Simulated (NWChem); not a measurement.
NbClF4; SMILES [F][Nb]([F])([F])([F])[Cl]

Program: NWChem. Not confirmed as a minimum by frequencies. def2 effective core potentials on Nb; no spin-orbit coupling. Each level has its own optimisation.

```
level                                                 r F–Nb (Å)  r Cl–Nb (Å)  dipole (D)
----------------------------------------------------  ----------  -----------  ----------
B3LYP/3-21G (all-electron, non-relativistic)               1.854        2.346        0.24
Hartree-Fock/STO-3G (all-electron, non-relativistic)       1.788        2.274        1.32
PBE0/def2-SVP (core potentials)                            1.849        2.249        1.27
```
